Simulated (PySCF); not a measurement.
Coordinates in bohr (charge 1 multiplicity 3):
```
Ir    0.0000    0.0000   -0.6202
Cl    3.3732    0.0000    1.6835
Cl   -3.3732    0.0000    1.6835
```

Computed with UB3LYP/[Ir def2-SVP with ECP60, Cl def2-SVP], scalar-relativistic core potentials, density fitting, no spin–orbit coupling, PySCF.

This geometry of IrCl₂⁺ is a stationary point at this level.

Task: What is the point group?

Result: C2v.

Task: Is it a minimum?

Result: Yes: all harmonic wavenumbers are real.

Task: Which band is strongest in the infrared?

Result: 447 cm⁻¹ (b2), 7 km/mol.

Task: What are the dipole moment and the gap between the highest occupied and lowest empty levels of either spin?

Result: 0.48 D about the centre of mass and 2.12 eV.

Task: Give the atomic charges and bond orders.

Result: 
```
 atom  Mulliken  Löwdin  polar tensor  spin (Mulliken)  Mayer order to Ir1
  Ir1      0.72    0.10          1.13             1.51                   –
Cl2,3      0.14    0.45         -0.06             0.24                1.54
```

This need not be the most stable arrangement of these atoms. With open d or f shells other occupations or spin states may lie lower. At this level a quintet minimum of D∞h symmetry lies 21 kJ/mol below this structure. With an element this heavy the missing spin–orbit coupling can shift these numbers.
